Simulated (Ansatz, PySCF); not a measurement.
Molecule: InBr3, net charge -1, doublet state. 
Structure (B3LYP-D3(BJ)/def2-TZVP (Ansatz, a program for electronic structure) minimum search):
```xyz
4

In    -0.1761    -0.4619    -0.3681
Br     2.4530    -0.1669    -0.4824
Br    -0.8764    -0.9815     2.1322
Br    -1.3300     1.7949    -1.1344
```
Charge -1, spin multiplicity 2.

Total electronic energies in hartree. Correlated levels leave the core frozen unless marked. Open shells are spin-unrestricted. No spin-orbit coupling. Frozen are the shells of the preceding noble gas and the d and f shells that filled before the atom's block. Past Kr the def2 sets carry scalar-relativistic core potentials. CBS marks a two-point X^-3 extrapolation of the correlation energy; Hartree-Fock from the larger set. [CCSD(T)-MP2]/basis is that difference in the basis named.

| level | program | energy (Eh) |
|---|---|---|
| HF/def2-QZVPP | Ansatz | -7906.87485 |
| RI-HF/def2-QZVPPD | Ansatz | -7906.87522 |
| PBE0/def2-SVP | Ansatz | -7911.02280 |
| PBE0-D3(BJ)/def2-TZVP | Ansatz + dftd3 | -7911.97720 |
| TPSSh-D3(BJ)/def2-TZVPD | PySCF + dftd3 | -7912.54442 |
| TPSSh-D4/def2-TZVPD | PySCF + dftd4 | -7912.54469 |
| r2SCAN0-D4/def2-TZVPD | Ansatz + dftd4 | -7912.86345 |
| r2SCAN0/def2-TZVPD | Ansatz | -7912.86169 |
| RI-MP2/CBS(def2-TZVPPD,def2-QZVPPD)+[CCSD(T)-MP2]/def2-TZVPPD | Ansatz | -7907.5870 |

Totals of different functionals don't rank their quality; only differences between species are comparable.
